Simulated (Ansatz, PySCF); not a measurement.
Spin states of H2MoO2 (SMILES [OH][Mo][OH]), each relaxed with B3LYP-D3(BJ)/def2-TZVP.
State 1 (charge 0, multiplicity 5):
```xyz
5

Mo     0.171    -0.666     0.032
O      1.489     0.320    -0.948
H      1.359     0.648    -1.846
O     -1.495    -0.362     0.929
H     -1.578     0.091     1.776
```
State 2 (charge 0, multiplicity 3):
```xyz
5

Mo     0.26911    -0.11895     0.24449
O      1.35209     0.22095    -1.19311
H      1.61884     0.48388    -2.07557
O     -1.19049    -0.29080     1.33767
H     -2.10332    -0.26543     1.62941
```

```tsv
level	energy of the multiplicity-3 state less that of the multiplicity-5 state (eV)	cost
SVWN5/def2-TZVPP	0.001	×0.4
PBE/def2-TZVPP	0.381	×1
PBE-D4/def2-TZVPP	0.381	×1
BLYP/def2-TZVPP	0.093	×0.7
r2SCAN/def2-TZVPP	0.701	×10
r2SCAN-D4/def2-TZVPP	0.701	×10
B3LYP-D3(BJ)/def2-TZVPP	0.256	×0.7
B3LYP-D4/def2-TZVPP	0.253	×0.7
PBE0/def2-TZVPP	0.611	×1
PBE0-D4/def2-TZVPP	0.611	×1
CAM-B3LYP-D3(BJ)/def2-TZVPP	0.238	×0.9
B2PLYP/def2-TZVPP	0.265	×1
B2PLYP-D3(BJ)/def2-TZVPP	0.267	×1
CCSD(T)/def2-SVP	0.292	×10
```

The rows run from 0.001 (SVWN5/def2-TZVPP) to 0.701 eV (r2SCAN/def2-TZVPP). The dispersion term adds 0.000 in PBE-D4, 0.000 in r2SCAN-D4, 0.000 in PBE0-D4. The 6 functionals in def2-TZVPP without D3 or D4 span 0.700, from SVWN5 to r2SCAN.

Singlets are restricted, other states unrestricted; no spin–orbit coupling, no relativity up to Kr; see below for the cores. The largest T1 diagnostic is 0.027.

Correlated levels freeze the inner cores; with def2 sets outer-core shells near the valence are correlated too.

Programs: Ansatz (a quantum-chemistry and plane-wave program) with Gaussian orbitals; PySCF for the dispersion terms. Each number belongs to the level named beside it. In def2 rows elements past Kr take small-core potentials, without spin–orbit coupling.

Costs are rough ratios of core time to PBE/def2-TZVPP (about 16 s over the structures, on one shared machine); a dash marks a level with no comparable run of its own.
